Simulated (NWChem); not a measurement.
The numbers come from NWChem runs, not from measurements. System: HfO, charge 0, spin multiplicity 1, at a geometry optimised with PBE/def2-SVP with def2 effective core potentials on Hf. The structure started from a generated list of species.

The NWChem input:

```
start mol
memory heap 200 mb stack 900 mb global 1100 mb
geometry units angstroms nocenter noautoz
  Hf     0.000000     0.000000     0.177809
  O      0.000000     0.000000    -1.600285
  symmetry group C2v
end
basis spherical
  * library def2-svpd
end
ecp
  Hf library def2-ecp
end
dft
  xc b3lyp
  semidirect memsize 60000000 filesize 0
  iterations 100
end
tddft
  rpa
  nroots 5
  notriplet
  thresh 1e-4
end
task tddft energy
```

The output up to the point where the run's verdict is printed (cleaned and shortened):

```
             Northwest Computational Chemistry Package (NWChem) 7.3.0
             --------------------------------------------------------

                                NWChem Input Module
                                -------------------

 Scaling coordinates for geometry "geometry" by  1.889725989
 (inverse scale =  0.529177249)

 Turning off AUTOSYM since
 SYMMETRY directive was detected!

                             Geometry "geometry" -> ""
                             -------------------------

 Output coordinates in angstroms (scale by  1.889725989 to convert to a.u.)

  No.       Tag          Charge          X              Y              Z
 ---- ---------------- ---------- -------------- -------------- --------------
    1 Hf                  72.0000     0.00000000     0.00000000     0.17780900
    2 O                    8.0000     0.00000000     0.00000000    -1.60028500

 Effective nuclear repulsion energy (a.u.)     171.4229368210

            Nuclear Dipole moment (a.u.)
            ----------------------------
        X                 Y               Z
 ---------------- ---------------- ----------------
     0.0000000000     0.0000000000    -0.0000604712

      Symmetry information
      --------------------

 Group name             C2v
 Group number             16
 Group order               4
 No. of unique centers     2

      Symmetry unique atoms

     1    2


 Summary of "ao basis" -> "" (spherical)
 ------------------------------------------------------------------------------
       Tag                 Description            Shells   Functions and Types
 ---------------- ------------------------------  ------  ---------------------
 *                         def2-svpd                  on all atoms

                                 NWChem DFT Module
                                 -----------------

 Summary of "ao basis" -> "ao basis" (spherical)
 ------------------------------------------------------------------------------
       Tag                 Description            Shells   Functions and Types
 ---------------- ------------------------------  ------  ---------------------
[...]
 moments of inertia (a.u.)
 ------------------
         165.846434588837           0.000000000000           0.000000000000
           0.000000000000         165.846434588837           0.000000000000
           0.000000000000           0.000000000000           0.000000000000

     Multipole analysis of the density
     ---------------------------------

     L   x y z        total         alpha         beta         nuclear
     -   - - -        -----         -----         ----         -------
     0   0 0 0     -0.000000    -10.000000    -10.000000     20.000000

     1   1 0 0      0.000000      0.000000      0.000000      0.000000
     1   0 1 0     -0.000000     -0.000000     -0.000000      0.000000
     1   0 0 1      2.732389     11.446533     11.446533    -20.160678

     2   2 0 0    -20.297141    -10.148570    -10.148570      0.000000
     2   1 1 0      0.000000      0.000000      0.000000      0.000000
     2   1 0 1     -0.000000     -0.000000     -0.000000      0.000000
     2   0 2 0    -20.325472    -10.162736    -10.162736      0.000000
     2   0 1 1     -0.000000     -0.000000     -0.000000      0.000000
     2   0 0 2    -24.153945    -49.335117    -49.335117     74.516289

                                NWChem TDDFT Module
                                -------------------

            General Information
            -------------------
           No. of orbitals :     116
            Alpha orbitals :      58
             Beta orbitals :      58
        Alpha frozen cores :       0
         Beta frozen cores :       0
     Alpha frozen virtuals :       0
      Beta frozen virtuals :       0
         Spin multiplicity :       1
    Number of AO functions :      58
        Use of symmetry is : off
      Symmetry adaption is : on
         Schwarz screening :  0.10D-07

              XC Information
              --------------
                  B3LYP Method XC Potential
              Hartree-Fock (Exact) Exchange   0.20
                 Slater Exchange Functional   0.80 local
             Becke 1988 Exchange Functional   0.72 non-local
       Lee-Yang-Parr Correlation Functional   0.81
           VWN I RPA Correlation Functional   0.19 local

             TDDFT Information
             -----------------
          Calculation type : TDDFT
         Wavefunction type : Restricted singlets
          No. of electrons :      20
           Alpha electrons :      10
            Beta electrons :      10
              No. of roots :       5
          Max subspacesize :    5000
            Max iterations :     100
               Target root :       1
           Target symmetry : none
      Symmetry restriction : off
                 Algorithm : Optimal
        Davidson threshold :  0.10D-03

            Memory Information
            ------------------
          Available GA space size is         144175836 doubles
          Available MA space size is          50642972 doubles
          Length of a trial vector is          480
          Algorithm : Incore multiple tensor contraction
          Estimated peak GA usage is           9752816 doubles
          Estimated peak MA usage is             18000 doubles

    5 smallest eigenvalue differences (eV)
--------------------------------------------------------
  No. Spin  Occ  Vir  Irrep   E(Occ)    E(Vir)   E(Diff)
--------------------------------------------------------
    1    1   10   11 a1       -0.095    -0.127    -0.885
    2    1   10   12 b2       -0.095    -0.037     1.571
    3    1   10   13 b1       -0.095    -0.037     1.572
    4    1   10   14 a1       -0.095    -0.023     1.953
    5    1   10   15 a2       -0.095    -0.016     2.138
--------------------------------------------------------

  Entering Davidson iterations
  Restricted singlet excited states

  Iter   NTrls   NConv    DeltaV     DeltaE      Time
  ----  ------  ------  ---------  ---------  ---------
```

The run crashed. NWChem stopped with the message: tddft_diagon: A-B is not positive-definite; try TDA.
